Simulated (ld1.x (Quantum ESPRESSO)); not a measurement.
Configuration tests for zirconium (TM)

ld1.x (Quantum ESPRESSO) 7.5 input, shortened:

```
&input
   title='Zr', zed=40., rel=2, dft='PBE', iswitch=3,
   config='[Kr] 4d2 5s2 5p0', rel_dist='average'
 /
 &inputp
   pseudotype=2, tm=.true., lloc=2,
   nlcc=.false.
 /
3
4S  1  0   2.00   0.00  1.65  1.65  0.0
4P  2  1   6.00   0.00  1.55  1.55  0.0
4D  3  2   2.00   0.00  2.25  2.25  0.0
 &test
   configts(1)='4s2 4p6 4d2 5s2 5p0'
 /
```

Open shells are filled in proportion to 2j + 1 (rel_dist='average').

Occupied shells without a wave of their own: 5s. They enter only through the test configuration that unscreens the potential.

Energies are relative to the spin-unpolarised reference configuration 4s2 4p6 4d2 5s2 5p0; without spin polarisation the order of configurations can differ from experiment. The d channel is local and has no spin–orbit splitting in the pseudo-atom.

Task: Give the all-electron excitation energy and the error of the potential for: 4s2 4p6 4d2 5s1 5p0; 4s2 4p6 4d2 5s0 5p0; 4s2 4p6 4d1 5s0 5p0; 4s2 4p6 4d2 5s1.5 5p0; 4s2 4p6 4d2.5 5s1.5 5p0; 4s2 4p6 4d1 5s2 5p1; 4s2 4p6 4d2 5s0 5p1.

Result:

| valence configuration | charge | ΔE all-electron (eV) | error AE − PS (meV) |
| --- | --- | --- | --- |
| 4s2 4p6 4d2 5s1 5p0 | +1 | 7.137 | -86 |
| 4s2 4p6 4d2 5s0 5p0 | +2 | 20.077 | -233 |
| 4s2 4p6 4d1 5s0 5p0 | +3 | 42.701 | -354 |
| 4s2 4p6 4d2 5s1.5 5p0 | +0.5 | 2.880 | -37 |
| 4s2 4p6 4d2.5 5s1.5 5p0 | 0 | 0.514 | -28 |
| 4s2 4p6 4d1 5s2 5p1 | 0 | 2.999 | -6.7 |
| 4s2 4p6 4d2 5s0 5p1 | +1 | 10.850 | -201 |

Levels in the configuration 4s2 4p6 4d2 5s0 5p1:

| level | all-electron (eV) | pseudo (eV) |
| --- | --- | --- |
| 4s j=1/2 | -62.323 | -62.496 |
| 4p j=1/2 | -41.492 | -41.654 |
| 4p j=3/2 | -39.716 | -39.873 |
| 4d j=3/2 | -11.036 | -11.050 |
| 4d j=5/2 | -10.890 | -11.050 |
| 5p j=1/2 | -6.959 | -6.986 |
| 5p j=3/2 | -6.796 | -6.828 |

The 5s level has no wave, so the channel is fitted at the deeper level alone: the likely source of the large errors.
